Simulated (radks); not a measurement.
Problem. All-electron atom: Se27+ in [He] 2s2 2p3. All-electron calculation, non-relativistic Kohn-Sham, exchange-only LDA, spin-polarised, spherical densities, point nucleus; open shells are filled with parallel spins first. Program: a radial shooting solver on a logarithmic mesh with Libxc functionals. Some entries of the table are withheld. Estimate them.

orbital,occ.,eigenvalue (hartree),<r^2> (bohr^2)
1s up,1,(1),0.002703
1s down,1,(2),0.002694
2s up,1,-110.4888,0.04216
2s down,1,-109.0649,0.04264
2p up,3,(3),0.03163
2p down,0,(4),0.03212

Solution. 
(1) 1s up eigenvalue (hartree): -513.2545
(2) 1s down eigenvalue (hartree): -512.3327
(3) 2p up eigenvalue (hartree): -106.5735
(4) 2p down eigenvalue (hartree): -104.8382
